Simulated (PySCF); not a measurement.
## Spin states and ions at one geometry of [TaO2(OH)2]−

PySCF 2.14.0, RKS PBE0, Ta def2-SVP with ECP60, O def2-SVP, H def2-SVP; non-relativistic Hamiltonian with scalar-relativistic core potentials where named; density fitting; no spin-orbit coupling; singlets restricted, open shells unrestricted. The geometry is relaxed for charge -1, singlet, vacuum:

```xyz
7

Ta   -0.0536   -0.0368    0.2354
O     1.2330    0.0454   -0.9859
O     0.0768    1.3325    1.3579
O    -1.8340    0.0593   -0.6411
H    -2.4547    0.7116   -0.3076
O     0.1524   -1.7462    1.2264
H     0.8314   -2.3497    0.9152
```

Energies count from the relaxed state; an electron taken off or put on is at rest in vacuum. Charges and spins are Mulliken's.

| state | energy (eV) | spin squared | charge on Ta1 (e) | spin on Ta1 (e) | dipole about the centre of mass (D) |
| --- | --- | --- | --- | --- | --- |
| charge -1, singlet, vacuum | 0.00 | 0.00 | 0.74 | 0.00 | 3.07 |
| charge 0, doublet, vacuum | 4.12 | 0.79 | 1.07 | -0.23 | 0.79 |

What does the state charge -1, triplet, vacuum give?

energy (eV) 5.04, spin squared 2.03, charge on Ta1 (e) 0.24, spin on Ta1 (e) 0.72, dipole about the centre of mass (D) 0.52.

With an electron taken off (doublet) the charges change, summed by element, by Ta +0.33 e, O +0.60 e, H +0.08 e. The vertical ionisation energy is 4.12 eV, against −ε(HOMO) = 2.02 eV of the relaxed state. The level lies 2.1 eV too high, as is usual for semilocal functionals and global hybrids, which keep a self-interaction error.

Open shells may have lower solutions than those found. The basis has no diffuse functions, which an anion needs.
